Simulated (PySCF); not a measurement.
The numbers are results of B3LYP-D3(BJ)/def2-TZVP // B3LYP-D3(BJ)/def2-SVP run with PySCF, not measurements. All species are isolated molecules in the gas phase. One relaxed conformer stands for a flexible species; it need not be the lowest. B3LYP has the VWN-RPA correlation part, as in Gaussian. Delta-SCF ions had no search for a lower state. Excitations are Tamm–Dancoff values on a coarser integration grid. The basis has no diffuse functions, so Rydberg states are missing or too high.

Reference species (SMILES): `c1(B)c(ccc2c1nccc2)F` (neutral, multiplicity 1).

```json
{
  "brightest of the four lowest singlets (TDA)": "4.32 eV",
  "T1 excitation (TDA)": "2.88 eV",
  "LUMO": "-2.57 eV",
  "vertical ionisation energy (Delta-SCF)": "8.78 eV"
}
```

Changed species: `Bc1cc2ccccc2nc1F`.

Task: Give the shifts of the brightest of the four lowest singlets (TDA), T1 excitation (TDA), LUMO and vertical ionisation energy (Delta-SCF).

Result: the brightest of the four lowest singlets (TDA) rises by 0.04 eV, to 4.36 eV; the T1 excitation (TDA) hardly moves; the LUMO falls by 0.24 eV, to -2.81 eV; the vertical ionisation energy (Delta-SCF) rises by 0.02 eV, to 8.80 eV.
